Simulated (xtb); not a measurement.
xtb input (GFN2-xTB):

```bash
xtb mol.xyz --gfn 2 --sp --chrg -1 --uhf 0
```
mol.xyz:
```
10

Si    -0.08892631     0.05043495    -0.00743511
C     -1.82521193    -0.00233044     0.23117985
O      0.40772618    -1.13994118    -1.11204414
O      0.76896280     1.38012340    -0.59914443
O      0.73345334    -0.20437095     1.45651521
H     -2.48671340    -0.07424337    -0.63122314
H     -2.27347129     0.54579499     1.05888523
H     -0.20972916    -1.87190554    -1.01652968
H      1.71380428     1.20010516    -0.64292450
H      0.17121114    -0.77834826     1.98619165
```

Output:

```
           -------------------------------------------------
          |                Calculation Setup                |
           -------------------------------------------------

           -------------------------------------------------
          |                 G F N 2 - x T B                 |
           -------------------------------------------------

        Reference                      10.1021/acs.jctc.8b01176
      * Hamiltonian:
        H0-scaling (s, p, d)           1.850000    2.230000    2.230000
        zeta-weighting                 0.500000
      * Dispersion:
        s8                             2.700000
        a1                             0.520000
        a2                             5.000000
        s9                             5.000000
      * Repulsion:
        kExp                           1.500000    1.000000
        rExp                           1.000000
      * Coulomb:
        alpha                          2.000000
        third order                    shell-resolved
        anisotropic                    true
        a3                             3.000000
        a5                             4.000000
        cn-shift                       1.200000
        cn-exp                         4.000000
        max-rad                        5.000000

          ...................................................
          :                      SETUP                      :
          :.................................................:
          :  # basis functions                  31          :
          :  # atomic orbitals                  30          :
          :  # shells                           16          :
          :  # electrons                        32          :
          :  max. iterations                   250          :
          :  Hamiltonian                  GFN2-xTB          :
          :  restarted?                      false          :
          :  GBSA solvation                  false          :
          :  PC potential                    false          :
          :  electronic temp.          300.0000000     K    :
          :  accuracy                    1.0000000          :
          :  -> integral cutoff          0.2500000E+02      :
          :  -> integral neglect         0.1000000E-07      :
          :  -> SCF convergence          0.1000000E-05 Eh   :
          :  -> wf. convergence          0.1000000E-03 e    :
          :  Broyden damping             0.4000000          :
          :  net charge                         -1          :
          :  unpaired electrons                  0          :
          ...................................................

 iter      E             dE          RMSdq      gap      omega  full diag
   1    -18.9427395 -0.189427E+02  0.644E+00    7.21       0.0  T
   2    -18.9842111 -0.414716E-01  0.618E+00    5.30       1.0  T
   3    -18.9983270 -0.141159E-01  0.414E+00    5.83       1.0  T
   4    -18.9787359  0.195910E-01  0.224E+00    5.14       1.0  T
   5    -18.9989302 -0.201942E-01  0.653E-01    5.92       1.0  T
   6    -18.9997795 -0.849355E-03  0.279E-01    5.91       1.0  T
   7    -19.0003147 -0.535159E-03  0.129E-01    5.86       1.0  T
   8    -19.0004194 -0.104696E-03  0.385E-02    5.83       1.0  T
   9    -19.0004310 -0.115671E-04  0.719E-03    5.82       4.4  T
  10    -19.0004311 -0.110927E-06  0.239E-03    5.82      13.2  T
  11    -19.0004311 -0.115232E-07  0.126E-03    5.82      25.0  T
  12    -19.0004311 -0.987017E-08  0.217E-04    5.82     145.4  T
  13    -19.0004311  0.106901E-09  0.214E-04    5.82     147.8  T

   *** convergence criteria satisfied after 13 iterations ***

         #    Occupation            Energy/Eh            Energy/eV
      -------------------------------------------------------------
         1        2.0000           -0.5510996             -14.9962
       ...           ...                  ...                  ...
        10        2.0000           -0.2642516              -7.1907
        11        2.0000           -0.2488195              -6.7707
        12        2.0000           -0.2397948              -6.5251
        13        2.0000           -0.2353670              -6.4047
        14        2.0000           -0.2155683              -5.8659
        15        2.0000           -0.1808699              -4.9217
        16        2.0000           -0.0743127              -2.0222 (HOMO)
        17                          0.1395620               3.7977 (LUMO)
        18                          0.1419298               3.8621
        19                          0.1991871               5.4202
        20                          0.2498006               6.7974
        21                          0.3152426               8.5782
       ...                                ...                  ...
        30                          1.0733989              29.2087
      -------------------------------------------------------------
                  HL-Gap            0.2138746 Eh            5.8198 eV
             Fermi-level            0.0326247 Eh            0.8878 eV

 SCC (total)                   0 d,  0 h,  0 min,  0.005 sec
 SCC setup                      ...        0 min,  0.000 sec (  1.576%)
 Dispersion                     ...        0 min,  0.000 sec (  0.765%)
 classical contributions        ...        0 min,  0.000 sec (  0.360%)
 integral evaluation            ...        0 min,  0.001 sec ( 14.997%)
 iterations                     ...        0 min,  0.003 sec ( 53.445%)
 molecular gradient             ...        0 min,  0.001 sec ( 27.334%)
 printout                       ...        0 min,  0.000 sec (  1.238%)

         :::::::::::::::::::::::::::::::::::::::::::::::::::::
         ::                     SUMMARY                     ::
         :::::::::::::::::::::::::::::::::::::::::::::::::::::
         :: total energy             -18.862473689740 Eh    ::
         :: gradient norm              0.047218645675 Eh/a0 ::
         :: HOMO-LUMO gap              5.819825330148 eV    ::
         ::.................................................::
         :: SCC energy               -19.000424727754 Eh    ::
         :: -> isotropic ES            0.246715195776 Eh    ::
         :: -> anisotropic ES          0.000360323597 Eh    ::
         :: -> anisotropic XC         -0.003515442856 Eh    ::
         :: -> dispersion             -0.006346739502 Eh    ::
         :: repulsion energy           0.137951038014 Eh    ::
         :: add. restraining           0.000000000000 Eh    ::
         :: total charge              -1.000000000000 e     ::
         :::::::::::::::::::::::::::::::::::::::::::::::::::::

           -------------------------------------------------
          |                Property Printout                |
           -------------------------------------------------

    * Orbital Energies and Occupations

         #    Occupation            Energy/Eh            Energy/eV
      -------------------------------------------------------------
         1        2.0000           -0.5510996             -14.9962
       ...           ...                  ...                  ...
         4        2.0000           -0.4127892             -11.2326
         5        2.0000           -0.3482067              -9.4752
         6        2.0000           -0.3455151              -9.4019
         7        2.0000           -0.3271662              -8.9026
         8        2.0000           -0.2911161              -7.9217
         9        2.0000           -0.2740341              -7.4568
        10        2.0000           -0.2642516              -7.1907
        11        2.0000           -0.2488195              -6.7707
        12        2.0000           -0.2397948              -6.5251
        13        2.0000           -0.2353670              -6.4047
        14        2.0000           -0.2155683              -5.8659
        15        2.0000           -0.1808699              -4.9217
        16        2.0000           -0.0743127              -2.0222 (HOMO)
        17                          0.1395620               3.7977 (LUMO)
        18                          0.1419298               3.8621
        19                          0.1991871               5.4202
        20                          0.2498006               6.7974
        21                          0.3152426               8.5782
        22                          0.3420428               9.3075
        23                          0.3589528               9.7676
        24                          0.4031359              10.9699
        25                          0.4351581              11.8413
        26                          0.5306293              14.4392
        27                          0.6211355              16.9020
       ...                                ...                  ...
        30                          1.0733989              29.2087
      -------------------------------------------------------------
                  HL-Gap            0.2138746 Eh            5.8198 eV
             Fermi-level            0.0326247 Eh            0.8878 eV

     #   Z          covCN         q      C6AA      α(0)
     1  14 Si       3.226     0.559   132.207    23.960
     2   6 C        2.735    -0.372    38.778    10.195
     3   8 O        1.572    -0.590    24.979     6.744
     4   8 O        1.572    -0.560    24.286     6.650
     5   8 O        1.572    -0.590    24.985     6.745
     6   1 H        0.925    -0.086     5.086     3.527
     7   1 H        0.925    -0.086     5.086     3.527
     8   1 H        0.821     0.237     0.941     1.522
     9   1 H        0.812     0.251     0.886     1.478
    10   1 H        0.821     0.237     0.941     1.522

 Mol. C6AA /au·bohr⁶  :       1557.501075
 Mol. C8AA /au·bohr⁸  :      48342.983388
 Mol. α(0) /au        :         65.870422

Wiberg/Mayer (AO) data.
largest (>0.10) Wiberg bond orders for each atom

 ---------------------------------------------------------------------------
     #   Z sym  total        # sym  WBO       # sym  WBO       # sym  WBO
 ---------------------------------------------------------------------------
     1  14 Si   4.263 --     2 C    1.477     4 O    0.962     3 O    0.901
                             5 O    0.900
     2   6 C    3.590 --     1 Si   1.477     7 H    0.980     6 H    0.980
     3   8 O    1.968 --     8 H    0.940     1 Si   0.901
     4   8 O    2.005 --     1 Si   0.962     9 H    0.919
     5   8 O    1.967 --    10 H    0.940     1 Si   0.900
     6   1 H    0.993 --     2 C    0.980
     7   1 H    0.993 --     2 C    0.980
     8   1 H    0.944 --     3 O    0.940
     9   1 H    0.937 --     4 O    0.919
    10   1 H    0.944 --     5 O    0.940
 ---------------------------------------------------------------------------

Topologies differ in total number of bonds
Writing topology from bond orders to xtbtopo.mol

molecular dipole:
                 x           y           z       tot (Debye)
 q only:        0.671      -0.602       0.139
   full:        1.072      -0.768       0.151       3.373
molecular quadrupole (traceless):
                xx          xy          yy          xz          yz          zz
 q only:       -5.011       2.319       3.850      -0.114      -1.455       1.161
  q+dip:       -3.509       1.830       2.916      -0.178      -1.225       0.592
   full:       -5.091       1.986       3.397       0.128      -0.967       1.694

           -------------------------------------------------
          | TOTAL ENERGY              -18.862473689740 Eh   |
          | GRADIENT NORM               0.047218645675 Eh/α |
          | HOMO-LUMO GAP               5.819825330148 eV   |
           -------------------------------------------------

------------------------------------------------------------------------
Note: The following floating-point exceptions are signalling: IEEE_UNDERFLOW_FLAG IEEE_DENORMAL
normal termination of xtb
------------------------------------------------------------------------
 total:
 SCF:
```

It need not be the lowest isomer of its formula. Whether it binds its extra electron was not tested at this geometry.
